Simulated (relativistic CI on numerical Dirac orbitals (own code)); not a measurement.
**Cu6+: q coefficients and field-shift factors**

Method of calculation: Dirac-Coulomb-Breit CI, orbitals from a KLI potential per configuration, derivatives by finite differences, unscaled Slater integrals, QED left out (own radial code, finite nucleus).

Configuration list (outside the closed core [Ne]): 3s2.3p6.3d5, 3s2.3p5.3d6, 3s2.3p6.3d4.4s, 3s2.3p6.3d4.4p, 3s.3p6.3d6, 3s2.3p6.3d3.4s2, 3s2.3p6.3d2.4s2.4p, 3p6.3d7, 3p5.3d8. Double excitations out of closed p, d and f shells are left out; levels of such configurations are missing from the list, as are those of other unlisted configurations, and high levels can miss mixing partners.

With x = (α/α₀)² − 1 an excitation energy changes as ω = ω₀ + qx; K = 2q/ω₀ is the relative enhancement. Terms are leading LS components, so labels can repeat. The field-shift factor is F = δν/δ⟨r²⟩ for the transition from the lowest level.

Lowest level 3s2.3p6.3d5 6S_5/2.

```
              Level  ω₀ (cm⁻¹)  q (cm⁻¹)         K  F (GHz/fm²)
3s2.3p6.3d5 4G_11/2    50308.1    -401.3    -0.016       0.0569
 3s2.3p6.3d5 4G_5/2    50405.8    -449.6   -0.0178       0.0564
 3s2.3p6.3d5 4G_9/2    50439.9    -236.5  -0.00938       0.0575
 3s2.3p6.3d5 4G_7/2    50453.1    -291.6   -0.0116       0.0572
 3s2.3p6.3d5 4P_5/2    56525.9     -1479   -0.0523        0.047
 3s2.3p6.3d5 4P_3/2    56840.1    -948.5   -0.0334       0.0495
 3s2.3p6.3d5 4P_1/2    57174.8    -357.4   -0.0125       0.0523
 3s2.3p6.3d5 4D_7/2    61515.5    -340.9   -0.0111       0.0544
 3s2.3p6.3d5 4D_1/2    61959.6     397.9    0.0128       0.0576
 3s2.3p6.3d5 4D_3/2    62179.8     800.4    0.0257       0.0596
 3s2.3p6.3d5 4D_5/2    62186.2     799.6    0.0257       0.0598
3s2.3p6.3d5 2I_11/2    72619.0    -776.3   -0.0214       0.0927
3s2.3p6.3d5 2I_13/2    72720.7      -432   -0.0119       0.0943
 3s2.3p6.3d5 2D_5/2    78375.4     -2079   -0.0531        0.063
 3s2.3p6.3d5 2D_3/2    79766.7      -599    -0.015       0.0681
 3s2.3p6.3d5 2F_7/2    81889.3    -444.8   -0.0109       0.0766
 3s2.3p6.3d5 2F_5/2    84000.9      1202    0.0286       0.0913
 3s2.3p6.3d5 4F_9/2    84371.7      -951   -0.0225       0.0972
 3s2.3p6.3d5 4F_7/2    84765.7    -107.5  -0.00254        0.101
 3s2.3p6.3d5 4F_3/2    85260.2     656.6    0.0154        0.103
 3s2.3p6.3d5 4F_5/2    85395.4      1860    0.0436        0.102
 3s2.3p6.3d5 2H_9/2    88357.5     -1081   -0.0245        0.102
3s2.3p6.3d5 2H_11/2    89407.7     380.5   0.00851        0.114
```

At this charge configurations can still be misplaced by up to about 7 % of their energy. Terms inside the open d or f shell come out 10 to 20 % too wide with unscaled integrals.
